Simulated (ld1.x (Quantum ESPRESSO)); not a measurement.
germanium (Ge): excitation energies, all-electron against PAW

ld1.x (Quantum ESPRESSO) 7.5 input, shortened:

```
&input
   title='Ge', zed=32., rel=1, dft='PBE', iswitch=3,
   config='[Ar] 3d10 4s2 4p1'
 /
 &inputp
   pseudotype=3, lpaw=.true., tm=.true., lloc=-2, rcloc=1.50,
   nlcc=.true., rcore=1.06,
   which_augfun='PSQ', rmatch_augfun_nc=.true.
 /
4
4S  1  0   2.00   0.00  1.40  1.75  0.0
4S  1  0   0.00  -0.75  1.40  1.75  0.0
4P  2  1   1.00   0.00  1.90  2.10  0.0
4P  2  1   0.00  -0.50  1.90  2.10  0.0
 &test
   configts(1)='4s2 4p1'
 /
```

Energies are relative to the spin-unpolarised reference configuration 4s2 4p1; without spin polarisation the order of configurations can differ from experiment.

```
valence configuration  charge  ΔE all-electron (eV)  error AE − PS (meV)
              4s2 4p2       0                -7.444                 -4.7
              4s1 4p0      +3                50.230                 -249
            4s2 4p2.3    -0.3                -8.328                 -6.1
              4s1 4p3       0                 0.528                 -2.6
              4s0 4p4       0                 8.751                  -22
            4s2 4p1.5    +0.5                -4.642                 -1.6
```

**Question.** What are ΔE and the potential's error for 4s2 4p0?

**Answer.** ΔE = 15.439 eV all-electron; the error (AE − PS) is -26 meV.

Levels in the configuration 4s2 4p0:

```
level  all-electron (eV)  pseudo (eV)
   4s            -29.249      -29.340
```
